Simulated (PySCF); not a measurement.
# TDDFT excited states: C5H7FO

Species: C5H7FO.
SMILES: `O=C([C@H]1C[C@H]1C)F`

Computed, not measured: PySCF 2.14.0, density-fitted response routines, TDDFT PBE0/def2-SVPD, vertical, gas phase, core orbitals frozen in the response. Isolated species at its GFN2-xTB geometry (one conformer only). Torsions of this conformer, `[CH3:1][C@@H:2]1[CH2:3][C@@H:4]1[C:5](=[O:6])[F:7]`: C3–C4–C5–O6 -25°.

Q: Predict the UV-vis stick spectrum at this level.

A: 

| state | E (eV) | E (kJ/mol) | λ (nm) | f | main configurations (H = HOMO, L = LUMO) |
| --- | --- | --- | --- | --- | --- |
| S1 | 6.04 | 582 | 205.4 | 0.0019 | H-1→L (54%), H→L (36%) |
| S2 | 7.08 | 683 | 175.2 | 0.039 | H-1→L (43%), H→L (39%), H-2→L (17%) |
| S3 | 7.42 | 716 | 167.0 | 0.206 | H-2→L (73%), H→L (23%) |
| S4 | 8.19 | 790 | 151.4 | 0.011 | H→L+1 (79%), H-1→L+1 (17%) |
| S5 | 8.46 | 816 | 146.5 | 0.0081 | H-1→L+1 (48%), H-2→L+1 (37%), H→L+1 (10%) |
| S6 | 8.61 | 831 | 144.0 | 0.0008 | H-3→L (87%) |
| S7 | 8.64 | 834 | 143.4 | 0.0094 | H-2→L+1 (49%), H-1→L+1 (22%), H-3→L (9%) |
| S8 | 8.75 | 844 | 141.7 | 0.019 | H→L+2 (46%), H-4→L (28%) |

Triplets (Tamm–Dancoff): T1 5.49 eV, H-1→L (46%), H→L (44%); T2 6.00 eV, H→L (35%), H-2→L (31%), H-1→L (15%); T3 6.64 eV, H-2→L (43%), H-1→L (35%), H→L (14%).

The lowest singlet comes at 205 nm (582 kJ/mol) in the ultraviolet; it is very weak; its leading configuration is HOMO-1→LUMO (54%). The strongest level in the table is S3 at 7.42 eV (167 nm, f = 0.206). Löwdin shares by element: HOMO carbon 46% or more, oxygen 24% (atoms not listed hold the other 30%); LUMO carbon 44% or more, oxygen 28%, fluorine 10% (atoms not listed hold the other 18%). Orbital energies (eV): HOMO-3 -10.58, HOMO-2 -9.19, HOMO-1 -8.96, HOMO -8.80, LUMO -0.59, LUMO+1 0.63, LUMO+2 1.18. The listed states span 2.71 eV, and the widest gap between neighbours is 1.04 eV (S1 to S2). Weighted by f, the mean energy of these states is 7.56 eV. Only the lowest 8 singlets were computed, as vertical energies without vibronic structure.
